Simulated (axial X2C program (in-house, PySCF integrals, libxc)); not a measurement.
**Spin–orbit effects down a group: molecules with F (ions), MP2**

Calculated with an in-house all-electron X2C program for linear molecules (integrals from PySCF), spin-free (one-electron X2C) or two-component (2c: spin–orbit coupling with atomic mean-field Coulomb and Gaunt terms, which also bring small scalar terms), in Dyall basis sets with cores contracted in-house; open shells are unrestricted.

Basis sets: Be dyall-cv3z, Ca dyall-cv3z, F dyall-av3z, Mg dyall-cv3z, Sr dyall-cv3z. Frozen shells (counts by l): BeF⁺ F 1s, Be 1s, 8 electrons correlated; MgF⁺ Mg 2s1p, F 1s, 8 electrons correlated; CaF⁺ Ca 3s2p, F 1s, 8 electrons correlated; SrF⁺ Sr 4s3p1d, F 1s, 8 electrons correlated. Where the outer core of a metal is frozen, bonds come out longer and ionisation energies lower.

```csv
molecule,spin-free state,Re (Å),ωe (cm⁻¹),De (eV),2c state,Re 2c (Å),ωe 2c (cm⁻¹),De 2c (eV)
BeF⁺,"M_S = 0, Λ = 0",1.325,1429.3,6.30,Ω = 0,1.326,1429.3,6.29
MgF⁺,"M_S = 0, Λ = 0",1.705,825.0,4.70,Ω = 0,1.705,824.9,4.69
CaF⁺,"M_S = 0, Λ = 0",1.916,653.0,6.02,Ω = 0,1.916,653.0,6.01
SrF⁺,"M_S = 0, Λ = 0",2.042,555.0,6.12,Ω = 0,2.042,555.0,6.11
```

Fragments in 2c: F + Be+, Mg+ + F, Ca+ + F, Sr+ + F. Each entry is the lowest single determinant of a limited PBE0 search at one distance. De goes to single-determinant-based atoms at the same level (for ions the charge split of lowest energy) and is withheld (n/a) where an atom does not fit its ground term or J level. Main or longest-lived isotopes.
